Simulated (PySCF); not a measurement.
## Te (tellurium, neutral): UHF calculation

Configuration: [Kr] 4d10 5s2 5p3 5d1, high-spin 5D determinant (an excited configuration). Computed with PySCF 2.14 in aug-cc-pwCVTZ-DK3 with one added diffuse shell each of s, p, d, f type (11s10p8d5f1g, 125 functions), with the spin-free X2C one-electron Hamiltonian (Gaussian nucleus).

```
Total energy                                                  : -6790.411540 hartree
One-electron energy                                           : -9311.8199 hartree
Hartree (Coulomb) energy                                      : 2696.1663 hartree
Exchange energy                                               : -174.7580 hartree
⟨S²⟩                                                          : 6.0021
⟨L²⟩                                                          : 6.019
Sum of ⟨r⟩                                                    : 40.49 bohr
Sum of ⟨r²⟩                                                   : 95.25 bohr²
Traceless quadrupole moment −½Σ⟨3z² − r²⟩ along its main axis : 12.8 e·bohr²
Langevin diamagnetic susceptibility                           : -75.4 ×10⁻⁶ cm³/mol
```

| shell | electrons | mean orbital energy (eV) | spread (eV) | rms radius, mean of both spins (bohr) |
| --- | --- | --- | --- | --- |
| 1s α | 1 | -31972.4 | 0 | 0.0320 |
| 1s β | 1 | -31972.3 | 0 | 0.0320 |
| 2s α | 1 | -5004.1 | 0 | 0.130 |
| 2s β | 1 | -5004.0 | 0 | 0.130 |
| 2p α | 3 | -4489.0 | 0.000 | 0.116 |
| 2p β | 3 | -4488.8 | 0.007 | 0.116 |
| 3s α | 1 | -1041.0 | 0 | 0.343 |
| 3s β | 1 | -1040.8 | 0 | 0.343 |
| 3p α | 3 | -868.99 | 0.012 | 0.343 |
| 3p β | 3 | -868.71 | 0.014 | 0.343 |
| 3d α | 5 | -607.83 | 0.027 | 0.322 |
| 3d β | 5 | -607.72 | 0.016 | 0.322 |
| 4s α | 1 | -197.70 | 0 | 0.814 |
| 4s β | 1 | -197.19 | 0 | 0.814 |
| 4p α | 3 | -141.80 | 0.014 | 0.878 |
| 4p β | 3 | -141.20 | 0.039 | 0.878 |
| 4d α | 5 | -57.406 | 0.080 | 1.05 |
| 4d β | 5 | -56.958 | 0.055 | 1.05 |
| 5s α | 1 | -26.828 | 0 | 2.22 |
| 5s β | 1 | -19.711 | 0 | 2.22 |
| 5p α | 3 | -14.127 | 0.021 | 2.69 |
| 5d α | 1 | -1.902 | 0 | 6.69 |

The outer electron is Rydberg-like, and this basis confines it to a smaller radius and binds it less than a complete one would.

Densities and radii are taken from the X2C orbitals without a picture-change correction, which distorts them close to the nucleus.

Spin-orbit constants ζ (cm⁻¹) from the X2C one-electron operator on these orbitals: bare nucleus, nucleus screened by l(l+1)(2l+1)/3 electrons, and screened by the Breit-Pauli mean field of the electrons.

```
shell     bare  screened nucleus  mean field
   2p  1466000           1409000         n/a
   3p   276700            266100         n/a
   3d    41920             33860         n/a
   4p    50100             48170         n/a
   4d     5584              4510         n/a
   5p     4334              4168         n/a
   5d    72.07             58.21         n/a
```

To first order the Landé constant is A = 14.55 cm⁻¹, so the lowest level has J = 0 and lies 0.0108 eV below the centre of the term. This holds in LS coupling only.
